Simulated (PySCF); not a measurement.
ClH₂Si, SMILES [SiH2]Cl (connectivity only; charge and spin as stated), charge +1, multiplicity 1. Atoms are numbered in the order given.

```xyz
4

Si     0.0000     0.0000    -0.9684
Cl     0.0000     0.0000     0.9933
H      0.0000    -1.3083    -1.6645
H      0.0000     1.3083    -1.6645
```
Charge +1, spin multiplicity 1.

The structure is a stationary point at PBE-D3(BJ)/def2-TZVP. The spin state was assumed, not searched. The isomer is the one that the SMILES or the coordinates give; other isomers of the formula were not compared.

Method: TDA-ωB97X/def2-TZVPD run with PySCF 2.14.0.

Vertical excitations. Gas-phase values at a fixed geometry. State labels are in the subgroup C2v.

| state | symmetry | energy (eV) | λ (nm) | f | main pairs |
|---|---|---|---|---|---|
| S1 | A2 | 5.05 | 245 | 0.000 | HOMO→LUMO 98 % |
| S2 | A1 | 6.78 | 183 | 0.081 | HOMO−1→LUMO 92 % |
| S3 | A2 | 7.02 | 177 | 0.000 | HOMO−3→LUMO 98 % |
| S4 | B1 | 7.29 | 170 | 0.005 | HOMO−2→LUMO 98 % |
| S5 | B2 | 8.12 | 153 | 0.034 | HOMO→LUMO+1 88 % |
| S6 | B1 | 8.75 | 142 | 0.031 | HOMO−1→LUMO+1 94 % |
| S7 | B2 | 9.62 | 129 | 0.027 | HOMO→LUMO+2 84 % |
| S8 | A1 | 10.37 | 120 | 0.024 | HOMO−2→LUMO+1 53 %, HOMO→LUMO+4 42 % |
| S9 | B2 | 10.41 | 119 | 0.045 | HOMO−3→LUMO+1 82 % |
| S10 | B1 | 10.56 | 117 | 0.007 | HOMO−1→LUMO+2 96 % |
| T1 | A2 | 4.75 | 261 | 0 | HOMO→LUMO 95 % |
| T2 | A1 | 5.46 | 227 | 0 | HOMO−1→LUMO 97 % |
| T3 | A2 | 6.50 | 191 | 0 | HOMO−3→LUMO 94 % |
| T4 | B1 | 6.70 | 185 | 0 | HOMO−2→LUMO 96 % |
Triplets are in the Tamm–Dancoff approximation.
